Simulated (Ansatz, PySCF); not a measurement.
Reaction (SMILES): F[SiH2]Cl [chloro(fluoro)silane] → [SiH2]Cl + F atom (the F-Si bond at the site shown breaks; other sites are not compared here)
Geometries: B3LYP-D3(BJ)/def2-TZVP minima from Ansatz (an electronic-structure program).

Wanted: bond dissociation energy (enthalpy at 298 K, with B3LYP-D3(BJ) rigid-rotor harmonic-oscillator terms from PySCF), in kcal/mol. Valence correlation only, unless marked. Open shells are spin-unrestricted. Spin-orbit coupling is left out. Non-relativistic. CBS marks a two-point X^-3 extrapolation of the correlation energy; Hartree-Fock from the larger set.

```json
[
 {"level": "SVWN5/def2-TZVPD", "program": "Ansatz", "bond dissociation energy (kcal/mol)": "[?]"},
 {"level": "PBE0/STO-3G", "program": "Ansatz", "bond dissociation energy (kcal/mol)": "118.3"},
 {"level": "PBE0/6-31G*", "program": "Ansatz", "bond dissociation energy (kcal/mol)": "145.3"},
 {"level": "PBE0-D4/def2-TZVPD", "program": "Ansatz + dftd4", "bond dissociation energy (kcal/mol)": "147.5"},
 {"level": "PBE0/def2-TZVPD", "program": "Ansatz", "bond dissociation energy (kcal/mol)": "147.1"},
 {"level": "BHLYP-D4/def2-TZVPD", "program": "Ansatz + dftd4", "bond dissociation energy (kcal/mol)": "144.7"},
 {"level": "r2SCANh-D4/def2-TZVPD", "program": "Ansatz + dftd4", "bond dissociation energy (kcal/mol)": "148.0"},
 {"level": "HSE06-D4/def2-TZVPD", "program": "Ansatz + dftd4", "bond dissociation energy (kcal/mol)": "147.6"},
 {"level": "B2GP-PLYP-D3(BJ)/def2-TZVPD", "program": "Ansatz + dftd3", "bond dissociation energy (kcal/mol)": "152.3"},
 {"level": "B2GP-PLYP-D4/def2-TZVPD", "program": "Ansatz + dftd4", "bond dissociation energy (kcal/mol)": "152.4"},
 {"level": "B2PLYP-D3(BJ)/def2-TZVPD", "program": "Ansatz + dftd3", "bond dissociation energy (kcal/mol)": "151.9"},
 {"level": "B2PLYP-D4/def2-TZVPD", "program": "Ansatz + dftd4", "bond dissociation energy (kcal/mol)": "152.0"},
 {"level": "SCS-MP2/aug-cc-pV(D+d)Z", "program": "Ansatz", "bond dissociation energy (kcal/mol)": "148.2"},
 {"level": "SCS-MP2/cc-pV(D+d)Z", "program": "Ansatz", "bond dissociation energy (kcal/mol)": "141.2"},
 {"level": "SCS-MP2/cc-pV(Q+d)Z", "program": "Ansatz", "bond dissociation energy (kcal/mol)": "159.3"},
 {"level": "CCSD(T)/CBS(cc-pV(T+d)Z,cc-pV(Q+d)Z)", "program": "Ansatz", "bond dissociation energy (kcal/mol)": "156.2"}
]
```

Q: Some entries are withheld; supply them.

A: 
- SVWN5/def2-TZVPD, bond dissociation energy (kcal/mol): 172.0
